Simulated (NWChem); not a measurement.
Molecule: CH₄AlClO; SMILES [CH3][Al]([OH])[Cl]

```xyz
8

Al    -0.0663    -0.4075     0.0001
Cl     0.1130     1.7137     0.0000
C      1.5016    -1.5586     0.0000
H      1.2111    -2.6145     0.0039
H      2.1293    -1.3723     0.8793
H      2.1249    -1.3778    -0.8837
O     -1.6387    -1.0755     0.0000
H     -2.4250    -0.5150    -0.0002
```
Atoms are numbered in this order, from 1.

Program: NWChem. Coordinates come from a B3LYP/6-31G* (spherical d) optimisation.

**Question.** Estimate the computed values for Hartree-Fock/pcseg-1. Quantities: highest occupied level (eV); orbital gap (eV); dipole (D).

**Answer.** The highest occupied level (eV) comes out as -12.02. The orbital gap (eV) is 14.17. The dipole (D) is 0.84.
